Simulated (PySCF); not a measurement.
F₄Hf, charge -1, multiplicity 2. Atoms are numbered in the order given.

```xyz
5

Hf     0.0000     0.0000     0.0000
F      1.3577    -1.3577    -0.5154
F      1.3577     1.3577     0.5154
F     -1.3577    -1.3577     0.5154
F     -1.3577     1.3577    -0.5154
```
Charge -1, spin multiplicity 2.

Coordinates come from a r2SCAN-D4/def2-SVPD optimisation. The multiplicity is an assumed one; other spin states were not compared. The isomer is the one that the SMILES or the coordinates give; other isomers of the formula were not compared. The def2 effective core potentials stand for the cores of Hf; spin–orbit coupling is left out.

Calculation: ωB97X/def2-SVPD (PySCF).

Mulliken values depend strongly on the basis, most of all with diffuse functions as here. ESP charges are fitted to the potential on shells at 1.4 to 2.0 van der Waals radii. Atomic charges (e):

| atom | ESP fit | Mulliken | Mulliken spin |
|---|---|---|---|
| Hf1 | (withheld) | 1.65 | 0.98 |
| F2 | (withheld) | -0.66 | 0.00 |
| F3 | (withheld) | -0.66 | 0.00 |
| F4 | (withheld) | -0.66 | 0.00 |
| F5 | (withheld) | -0.66 | 0.00 |

Q: Fill in the missing entries. (The exact figures need the calculation; the answer reports its results.)

A: 
- Hf1, ESP fit: 0.90
- F2, ESP fit: -0.48
- F3, ESP fit: -0.48
- F4, ESP fit: -0.48
- F5, ESP fit: -0.48
